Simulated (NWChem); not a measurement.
GeHF (SMILES [F][GeH]): name the method

GeHF has 3 atoms, charge 0, and is taken as a singlet. SMILES: `[F][GeH]`. Geometry: relaxed at PBE0-D4/def2-TZVP.

```xyz
3

F     0.6721    1.0126    0.4697
Ge   -0.6579    0.1952   -0.3356
H    -0.0252   -1.2727   -0.1474
```

Orbital energies are those of the mean-field step.

A calculation with NWChem 7.3.0 gave:

```json
{
 "total energy": "-2177.3835 Eh",
 "dipole moment": "2.24 D",
 "HOMO energy": "-5.93 eV",
 "LUMO energy": "-3.26 eV",
 "HOMO–LUMO gap": "2.67 eV",
 "mean polarisability at ω = 0.0428 Eh": "29.6 bohr³"
}
```

Problem. Which of these levels gave the numbers?
A. HF/cc-pVDZ/cc-pVDZ-PP (core potential)
B. S12g/pcseg-1 (COSMO dmf)
C. CCSD(T)/def2-SVPD
D. MP2/6-311G*

Solution. B. The others give -2175.7971 Eh (MP2/6-311G*), -2175.4855 Eh (CCSD(T)/def2-SVPD), -393.4051 Eh (HF/cc-pVDZ/cc-pVDZ-PP (core potential)).
